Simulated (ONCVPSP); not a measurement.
# Scattering properties, ONCV potential for Mo

* Element: Mo
* Generator: ONCVPSP 4.0.1
* Type: optimised norm-conserving Vanderbilt (ONCV)
* Functional: PBE
* Relativity: scalar-relativistic
* Frozen core: [Ar] 3d10 4s2
* Valence charge: 12
* Reference configuration: 4p6 4d5 5s0.5 5p0.5
* Partial waves: 5s: rc 2.85 bohr, ncon 5, nbas 9, qcut 1.9 1/bohr, 3 projectors, debl 3.9 Ha; 4p+5p: rc 2.35 bohr, ncon 3, nbas 7, qcut 4.9 1/bohr, 2 projectors; 4d: rc 1.90 bohr, ncon 3, nbas 8, qcut 8.5 1/bohr, 3 projectors, debl 1.3 Ha
* Local potential: polynomial inside 1.35 bohr (lpopt 5, dvloc0 4 Ha)
* Core correction: polynomial model core, fcfact 0.4

The phase is arctan(r·R′/R) of the radial function R(r), unwrapped; energies in Ha, scanned from -3 to 5 Ha. A pole is an energy at which the radial function vanishes at the test radius. The pseudo phase is shifted by a multiple of π to meet the all-electron one at the reference energy, and phase errors are pseudo minus all-electron; the curves can meet again beyond the range given. Levels narrower than the energy grid can be missing from the lists of poles. n/a: not evaluated, since a narrow level or a reset projector energy made the automatic matching unsafe.

| channel | radius (bohr) | reference energy (Ha) | poles, all-electron | poles, pseudo | unbroken range about the reference energy with phases within 0.05 rad | phase error 1 Ha above the reference energy (rad) |
| --- | --- | --- | --- | --- | --- | --- |
| s | 2.89 | -0.17 | 0.82, 4.56 | 0.81, 4.33, 4.60 | n/a | n/a |
| p | 2.39 | -0.05 | -1.34, 2.65 | -1.34, 2.86 | below 3.6 | +0.008 |
| d | 1.93 | -0.16 | 0.76 | 0.76 | the whole range | -0.000 |

Note: no bound ghost flagged; GHOST(+) flagged for s at 118.4 eV, p at 399.9 eV.

Phases in the d channel:

| E (Ha) | all-electron | pseudo |
| --- | --- | --- |
| -2.98 | 1.279 | 1.279 |
| -2.54 | 1.241 | 1.241 |
| -2.10 | 1.183 | 1.183 |
| -1.66 | 1.087 | 1.087 |
| -1.22 | 0.892 | 0.892 |
| -0.78 | 0.347 | 0.347 |
| -0.34 | -0.767 | -0.767 |
| 0.10 | -1.299 | -1.299 |
| 0.54 | -1.504 | -1.504 |
| 0.98 | -1.625 | -1.625 |
| 1.42 | -1.726 | -1.726 |
| 1.86 | -1.846 | -1.846 |
| 2.30 | -2.041 | -2.041 |
| 2.74 | -2.502 | -2.502 |
| 3.18 | -3.515 | -3.515 |
| 3.62 | -4.146 | -4.146 |
| 4.06 | -4.381 | -4.381 |
| 4.50 | -4.495 | -4.495 |
| 4.94 | -4.564 | -4.564 |
